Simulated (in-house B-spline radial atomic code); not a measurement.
Values are calculated unless marked as measured or tabulated.
# S in an electron gas of r_s = 3: phase shifts, screening, friction and resistivity

A nucleus sits in a uniform electron gas with a rigid positive background. The Kohn-Sham equations are solved self-consistently in the spin-unpolarised LDA (PW92), non-relativistic, on B-splines with outgoing waves at the boundary and partial waves to l = 8. The model has no lattice, no bands and no magnetic solution. Atomic units; δ_l are the phase shifts at the Fermi level, counted so that each bound state adds π, and good to about 0.0005.

The density parameter is r_s = 3 bohr, near that of the valence electrons of Ag (1 per atom, density 10.5 g/cm³, mass 107.87 u, which gives r_s = 3.02).

```
l  δ_l (rad)
0     8.0703
1     5.3974
2     0.1522
3     0.0153
4     0.0007
5     0.0002
6     0.0001
7     0.0002
8     0.0002
```

Bound levels below the band bottom (hartree): s -87.37, s -7.309, p -5.358, s -0.3183.

Question: Check the Friedel sum rule, and say where the screening charge sits.

Answer: k_F = (9π/4)^(1/3)/r_s = 0.63972. The rule is Z = (2/π) Σ (2l + 1) δ_l. The terms are s 5.138, p 10.308, d 0.484, f 0.068 and 0.010 beyond, in all 16.009 against Z = 16. Bound states hold 6 s, 6 p, 0 d electrons, so the scattering states carry 4.01 in all; where a term is smaller than its bound count, the bound level has drawn weight out of the band.

Question: Find the transport cross section and the electronic stopping of a 2 keV S ion (mass 32.06 u).

Answer: σ_tr = (4π/k_F²) Σ (l + 1) sin²(δ_l − δ_(l+1)). The terms for l = 0 to 3 are 0.2041, 1.4840, 0.0559, 0.0009, all together 1.7447, so σ_tr = 30.707 × 1.7447 = 53.575 bohr². With n = 3/(4π r_s³) = 0.008842, the friction coefficient is Q = n k_F σ_tr = 0.3030. For v well below v_F = 0.640, dE/dx = Q v; with 24801 eV per u at v = 1, v = √(2000/(24801 × 32.06)) = 0.0502, so dE/dx = 0.01520 hartree/bohr = 7.82 eV/nm. The largest term couples the p and d waves.

Question: What residual resistivity would 1 atomic per cent of such centres give in Ag?

Answer: Δρ = k_F n_i σ_tr/n in atomic units of 21.74 μΩ·cm. With one host atom per 1 electron, n_i/n = 0.01/1, so Δρ = 0.6397 × 0.01000 × 53.575 × 21.74 = 7.45 μΩ·cm. This is an atom added to the gas, as on an interstitial site.

Question: On a substitutional site the background of one host ion, a sphere holding 1 charge, is taken out. The phase shifts for l = 0 to 4 become 7.9082, 5.1593, 0.0296, 0.0040, 0.0005. What follows?

Answer: The Friedel sum is now 15.01, for Z − 1 = 15. The sum in σ_tr is 1.8199, so σ_tr = 55.88 bohr² and Δρ = 7.77 μΩ·cm per atomic per cent, 1.04 times the value above. A real host ion scatters too, so this model doesn't give zero even for the host's own atom.
